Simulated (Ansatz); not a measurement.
A run for Ansatz (a first-principles code): R-wB97M-V/def2-TZVPP on CH6Ge (SMILES [CH3][GeH3]), atoms moved off the minimum.

Ansatz 0.2 input:
```yaml
crystal:
  periodic: [false, false, false]
  atoms:
    - {symbol: Ge, position_ang: [-0.41312022, 0.04219700, -0.05568309]}
    - {symbol: C, position_ang: [1.51544403, -0.25973209, -0.00167827]}
    - {symbol: H, position_ang: [-1.01601377, -0.88323223, -1.08342397]}
    - {symbol: H, position_ang: [-0.74653396, 1.54025609, -0.39575303]}
    - {symbol: H, position_ang: [-0.98345774, -0.25702025, 1.36537953]}
    - {symbol: H, position_ang: [1.76498011, -1.15614463, 0.25761774]}
    - {symbol: H, position_ang: [1.92655785, 0.56194131, 0.76450840]}
    - {symbol: H, position_ang: [1.92116080, 0.13216282, -0.96844904]}
basis:
  gaussian:
    orbitals: def2-TZVPP
hamiltonian:
  xc: {name: wB97M-V}
scf: {lower_state_search: off}
output: {forces: true}
```

Program output:

```
WARN ansatz: RAYON_NUM_THREADS=1 ignored (pool sized by the plan → 1); use --threads N
Functional definition: wB97M-V
these checks for a lower state are left out or cut short: stability, starts, cluster_reference, orbital_swaps, neighbouring_geometries, increment
integrals: 0.09 GiB planned
920 factors; their error is unknown
integrals: 0.12 GiB planned
229 factors; integrals over basis functions are off by at most 1.0e-5 eV
mean field: 0.82 GiB planned
mean field evaluation 1: about -57645.3576 eV, gradient 3.9e1 eV
mean field evaluation 2: about -57646.2778 eV, gradient 3.3e1 eV
mean field evaluation 4: about -57648.4044 eV, gradient 1.4e0 eV
mean field evaluation 8: about -57648.5621 eV, gradient 2.8e-1 eV
mean field evaluation 16: about -57648.5622 eV, gradient 2.6e-5 eV
mean field -57648.56223844 eV, -2118.5455866639 hartree, gradient 8.0e-6 eV, S^2 0.000000; 0 other end points of the search recorded, 0 dependent functions left out
the calculation of the forces begins
reference -57648.56228226 eV, -2118.5455882741 hartree; 22, 22 occupied and 141, 141 virtual orbitals, 920 factors
Total energy: -57648.56228226 eV, -2118.5455882741 hartree
Atom 0 at    -0.413120     0.042197    -0.055683 Å, force    -0.018907     0.501259     0.707788 eV/Å
Atom 1 at     1.515444    -0.259732    -0.001678 Å, force    -0.649956     8.526072    -0.733121 eV/Å
Atom 2 at    -1.016014    -0.883232    -1.083424 Å, force    -0.329891    -0.192700    -0.260862 eV/Å
Atom 3 at    -0.746534     1.540256    -0.395753 Å, force     0.183514    -0.636722     0.073564 eV/Å
Atom 4 at    -0.983458    -0.257020     1.365380 Å, force     0.018257     0.050943    -0.445991 eV/Å
Atom 5 at     1.764980    -1.156145     0.257618 Å, force     1.712466    -5.290947     1.342998 eV/Å
Atom 6 at     1.926558     0.561941     0.764508 Å, force    -0.776768    -2.044161    -1.368796 eV/Å
Atom 7 at     1.921161     0.132163    -0.968449 Å, force    -0.138715    -0.913745     0.684420 eV/Å
Dipole moment:     0.119396    -0.019944    -0.026038 e Å
Checks for a lower state left out: stability, starts, cluster_reference, orbital_swaps, neighbouring_geometries, increment
```

Self-consistency was reached.

Cost: about 7 core-seconds (a rough figure).
